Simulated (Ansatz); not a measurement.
The same molecule with X = F, Cl, Br. Ansatz, PBE0-D4/def2-TZVP geometries, multiplicity 1. Each molecule was computed in one conformer, which needn't be the lowest.

Scalar relativity is left out up to krypton.

```csv
X,molecule,mean X–B bond length / Å,LUMO energy (B3LYP/def2-TZVPP) / eV,LUMO energy (PBE0/def2-TZVPP) / eV,size of the dipole moment (B3LYP/def2-TZVPP) / D
Cl,`NBCl`,1.768,-0.02,0.21,2.66
Br,`NBBr`,1.931,-0.21,0.00,2.81
```

Q: Give the row for X = F, `NBF`. (Best estimate.)

A: Computed: 
```tsv
X	molecule	mean X–B bond length / Å	LUMO energy (B3LYP/def2-TZVPP) / eV	LUMO energy (PBE0/def2-TZVPP) / eV	size of the dipole moment (B3LYP/def2-TZVPP) / D
F	`NBF`	1.337	0.62	0.92	2.41
```

From F to Br the mean X–B bond length rises at each step, by 0.594 Å in all; the LUMO energy (B3LYP/def2-TZVPP) falls at each step, by 0.83 eV in all; the LUMO energy (PBE0/def2-TZVPP) falls at each step, by 0.92 eV in all. Bonds lengthen as the atom grows down the group. Dipoles are sizes alone, and their direction can turn along the series.

B3LYP here is the variant with VWN-RPA as its local correlation; programs differ in this.
